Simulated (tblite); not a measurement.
C7H15NSi.
Atom-mapped SMILES: `[NH2:1][Si:2]1([CH2:3][CH:4]2[CH2:5][CH2:6]2)[CH2:7][CH2:8][CH2:9]1` (hydrogens: H10, H11 on N1; H12, H13 on C3; H14 on C4; H15, H16 on C5; H17, H18 on C6; H19, H20 on C7; H21, H22 on C8; H23, H24 on C9)

Computed with GFN2-xTB (tblite), gas phase: L-BFGS steps from a force-field or distance-geometry start until the largest atomic force falls under 0.01 eV/Å.

At the end of the run (lengths in Å): Si2–C3 1.902, Si2–C7 1.908, N1–H10 1.007, Si2–C9 1.921, N1–H11 1.007, N1–Si2 1.726, C3–H12 1.089, N1–Si2–C3 107.1°, C3–Si2–C7 120.7°, C7–C8–C9 100.9°, N1–Si2–C9 120.8°, N1–Si2–C3–C4 -58°, Si2–C3–C4–C5 156°, C3–C4–C5–C6 -109°, H23–C9–C8–C7 -125°, H23–C9–Si2–N1 12°.

**Question.** These geometries were met on the way; a selection of coordinates is given. Order them by energy above the end point, lowest first.
A. Si2–C3 1.905, Si2–C7 1.897, N1–H10 0.997, Si2–C9 1.893, N1–H11 1.000, N1–Si2 1.720, C3–H12 1.084, N1–Si2–C3 121.0°, C3–Si2–C7 109.2°, C7–C8–C9 93.4°, N1–Si2–C9 110.4°, N1–Si2–C3–C4 -12°, Si2–C3–C4–C5 180°, C3–C4–C5–C6 -112°, H23–C9–C8–C7 -69°, H23–C9–Si2–N1 -38°
B. Si2–C3 1.888, Si2–C7 1.903, N1–H10 1.019, Si2–C9 1.909, N1–H11 1.018, N1–Si2 1.744, C3–H12 1.092, N1–Si2–C3 120.5°, C3–Si2–C7 107.7°, C7–C8–C9 96.7°, N1–Si2–C9 111.5°, N1–Si2–C3–C4 -12°, Si2–C3–C4–C5 179°, C3–C4–C5–C6 -112°, H23–C9–C8–C7 -76°, H23–C9–Si2–N1 -40°
C. Si2–C3 1.821, Si2–C7 1.838, N1–H10 1.060, Si2–C9 1.873, N1–H11 1.051, N1–Si2 1.767, C3–H12 1.129, N1–Si2–C3 119.2°, C3–Si2–C7 114.1°, C7–C8–C9 88.3°, N1–Si2–C9 109.3°, N1–Si2–C3–C4 -12°, Si2–C3–C4–C5 180°, C3–C4–C5–C6 -111°, H23–C9–C8–C7 -68°, H23–C9–Si2–N1 -33°
D. Si2–C3 1.917, Si2–C7 1.926, N1–H10 1.011, Si2–C9 1.917, N1–H11 1.009, N1–Si2 1.736, C3–H12 1.091, N1–Si2–C3 116.8°, C3–Si2–C7 107.0°, C7–C8–C9 98.4°, N1–Si2–C9 117.3°, N1–Si2–C3–C4 -17°, Si2–C3–C4–C5 180°, C3–C4–C5–C6 -109°, H23–C9–C8–C7 -83°, H23–C9–Si2–N1 -33°
E. Si2–C3 1.915, Si2–C7 1.911, N1–H10 1.005, Si2–C9 1.926, N1–H11 1.006, N1–Si2 1.723, C3–H12 1.093, N1–Si2–C3 111.3°, C3–Si2–C7 107.0°, C7–C8–C9 100.0°, N1–Si2–C9 127.4°, N1–Si2–C3–C4 -24°, Si2–C3–C4–C5 -179°, C3–C4–C5–C6 -110°, H23–C9–C8–C7 -95°, H23–C9–Si2–N1 -21°

**Answer.** E (0.215 eV), D (0.348 eV), B (0.581 eV), A (0.938 eV), C (1.730 eV).

| step | E above end (eV) | rms distance from the end, all atoms (Å) | largest force (eV/Å) | rms shift of all bonds from the end (Å) |
| --- | --- | --- | --- | --- |
| 28 | 0.215 | 0.873 | 0.216 | 0.004 |
| 14 | 0.348 | 0.946 | 0.288 | 0.007 |
| 6 | 0.581 | 0.992 | 0.440 | 0.007 |
| 2 | 0.938 | 1.004 | 1.172 | 0.013 |
| 0 | 1.730 | 1.011 | 3.559 | 0.036 |

Rows stand in the order of the answer.
